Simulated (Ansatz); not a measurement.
One geometry of [Yb(NH3)6]3+ (YbN6H18³⁺), several levels of theory.

```yaml
crystal:
  periodic: [false, false, false]
  atoms:
    - {symbol: Yb, position_ang: [0.001276, 0.000768, 0.000134]}
    - {symbol: N, position_ang: [0.071999, -0.017063, 2.470213]}
    - {symbol: H, position_ang: [0.865362, 0.500018, 2.893694]}
    - {symbol: H, position_ang: [0.134538, -0.953396, 2.912025]}
    - {symbol: H, position_ang: [-0.758966, 0.406155, 2.927247]}
    - {symbol: N, position_ang: [-0.098710, 0.058942, -2.469134]}
    - {symbol: H, position_ang: [-0.810328, -0.563573, -2.897170]}
    - {symbol: H, position_ang: [0.782193, -0.221771, -2.943247]}
    - {symbol: H, position_ang: [-0.309173, 0.985078, -2.887470]}
    - {symbol: N, position_ang: [2.471052, 0.019529, 0.079063]}
    - {symbol: H, position_ang: [2.908818, 0.944857, 0.248678]}
    - {symbol: H, position_ang: [2.932147, -0.304555, -0.793593]}
    - {symbol: H, position_ang: [2.894305, -0.583098, 0.810188]}
    - {symbol: N, position_ang: [-2.467648, -0.063586, -0.106027]}
    - {symbol: H, position_ang: [-2.901499, 0.671465, -0.696449]}
    - {symbol: H, position_ang: [-2.942168, 0.052899, 0.810910]}
    - {symbol: H, position_ang: [-2.878859, -0.941721, -0.476194]}
    - {symbol: N, position_ang: [0.114887, 2.467448, -0.083622]}
    - {symbol: H, position_ang: [0.403270, 2.916497, 0.806776]}
    - {symbol: H, position_ang: [-0.784173, 2.937620, -0.304087]}
    - {symbol: H, position_ang: [0.771834, 2.871019, -0.778136]}
    - {symbol: N, position_ang: [-0.092073, -2.465489, 0.108846]}
    - {symbol: H, position_ang: [-0.269633, -2.931620, -0.801557]}
    - {symbol: H, position_ang: [-0.819822, -2.867783, 0.729313]}
    - {symbol: H, position_ang: [0.781350, -2.918649, 0.439597]}
basis:
  gaussian: {orbitals: def2-TZVP, initial_orbitals: start.molden}
total_charge: 3
magnetization: {spin_polarized: true, initial_magnetization: 1}
hamiltonian: {xc: {name: LC-wPBE}}
scf: {omitted_lower_state_checks: [starts]}
output: {orbitals: {seedname: orbitals}}
```

The file start.molden holds the orbitals of an earlier run on this structure, at another level or in another basis.

```sh
$ ansatz run in.yaml --threads 4 --pin off --events-out ev --progress --plain --max-ram 6963MiB
```

Output, abridged:

```
Functional definition: LC-wPBE
2455 factors; their error is unknown
800 factors; integrals over basis functions are off by at most 1.2e-5 eV
mean field evaluation 1: about -40765.9317 eV, gradient 1.0e1 eV
mean field evaluation 2: about -40766.1483 eV, gradient 2.9e-1 eV
mean field evaluation 4: about -40766.0767 eV, gradient 2.9e-2 eV
mean field evaluation 8: about -40766.0767 eV, gradient 7.8e-5 eV
mean field -40766.07666055 eV, -1498.1256850361 hartree, gradient 9.2e-6 eV, S^2 0.750381; 0 other end points of the search recorded, 0 dependent functions left out
reference -40766.07666056 eV, -1498.1256850364 hartree; 50, 49 occupied and 340, 341 virtual orbitals, 2455 factors
Total energy: -40766.07666056 eV, -1498.1256850364 hartree
Checks for a lower state left out: starts
```

Run time 88 s (4 threads of Arm Neoverse V1 on a shared host), peak host memory 2.4 GiB.

First input, but with `gaussian: {orbitals: def2-SVP, initial_orbitals: start.molden}`, `correlation: {method: mp2}` and without the key `hamiltonian` (abridged; 63 s):

```
Functional definition: HF
mean field evaluation 16: about -40599.2957 eV, gradient 9.3e-4 eV
mean field -40599.29572687 eV, -1491.9965987714 hartree, gradient 1.6e-6 eV, S^2 0.750641
10 core orbitals not correlated: weight in the atoms' cores, before any rotation towards them, 1.000 or more for the frozen orbitals, at most 0.000 for the correlated occupied ones
second order -60.02153475 eV of doubles, -0.00000000 eV of singles
Total energy: -40659.31726162 eV, -1494.2023494895 hartree
Checks for a lower state left out: starts
```

The first input with `gaussian: {orbitals: def2-SVP, initial_orbitals: start.molden}`, `hamiltonian: {xc: pbe0, dispersion: d4}` (abridged; 75 s):

```
Functional definition: PBE0
mean field -40738.16889464 eV, -1497.1000935555 hartree, gradient 9.1e-6 eV, S^2 0.750512
Total energy: -40738.52534555 eV, -1497.1131928847 hartree
Checks for a lower state left out: starts
```

The first input with `hamiltonian: {xc: r2scan, dispersion: d4}` (abridged; 2.5 min):

```
Functional definition: r2SCAN
mean field evaluation 16: about -40744.0820 eV, gradient 4.7e-6 eV
mean field -40744.08199621 eV, -1497.3173960302 hartree, gradient 4.8e-6 eV, S^2 0.750798
Total energy: -40744.20457301 eV, -1497.3219006443 hartree
Checks for a lower state left out: starts
```

The first input with `hamiltonian: {xc: pbe, dispersion: d4}`, `output: {forces: true, orbitals: {seedname: orbitals}}` (abridged; 30 s):

```
Functional definition: PBE
mean field -40759.56997108 eV, -1497.8865686084 hartree, gradient 3.4e-6 eV, S^2 0.750406
Total energy: -40759.97347067 eV, -1497.9013969447 hartree
Atom 0 force    -0.001749    -0.001067    -0.000023 eV/Å
Atom 1 force    -0.006204     0.000392     0.381987 eV/Å
Atom 2 force    -0.168116    -0.110202    -0.106502 eV/Å
Atom 3 force    -0.010230     0.203452    -0.110455 eV/Å
Atom 4 force     0.184368    -0.089752    -0.115264 eV/Å
Atom 5 force     0.002841     0.013811    -0.400839 eV/Å
Atom 6 force     0.167290     0.143070     0.111940 eV/Å
Atom 7 force    -0.217912     0.067042     0.125999 eV/Å
Atom 8 force     0.045806    -0.223901     0.113658 eV/Å
Atom 9 force     0.393209     0.004938    -0.008471 eV/Å
Atom 10 force    -0.114290    -0.216323    -0.034570 eV/Å
Atom 11 force    -0.120491     0.073451     0.207312 eV/Å
Atom 12 force    -0.108648     0.135101    -0.163530 eV/Å
Atom 13 force    -0.398629    -0.025635     0.005579 eV/Å
Atom 14 force     0.109762    -0.166526     0.135096 eV/Å
Atom 15 force     0.127604    -0.025811    -0.227086 eV/Å
Atom 16 force     0.113774     0.217219     0.085495 eV/Å
Atom 17 force     0.015259     0.395373    -0.013617 eV/Å
Atom 18 force    -0.063219    -0.115666    -0.191727 eV/Å
Atom 19 force     0.199063    -0.121473     0.048718 eV/Å
Atom 20 force    -0.149919    -0.109662     0.156950 eV/Å
Atom 21 force    -0.008882    -0.387796     0.017058 eV/Å
Atom 22 force     0.038968     0.116285     0.194999 eV/Å
Atom 23 force     0.160902     0.106790    -0.139186 eV/Å
Atom 24 force    -0.190558     0.116891    -0.073523 eV/Å
Dipole moment:    -0.003304    -0.000473    -0.002533 e Å
Checks for a lower state left out: starts
```

Geometry: PBE-D4/def2-SVP.

In the def2 sets Yb takes a core potential; there is no spin–orbit coupling. LC-ωPBE has ω = 0.4 bohr⁻¹. Correlated methods freeze 10 core orbitals; core or outer-core shells of Yb are correlated, in sets that lack core-valence functions. With an open 4f shell the SCF may have ended on a state above the lowest. No other spin state of charge 3 was run.
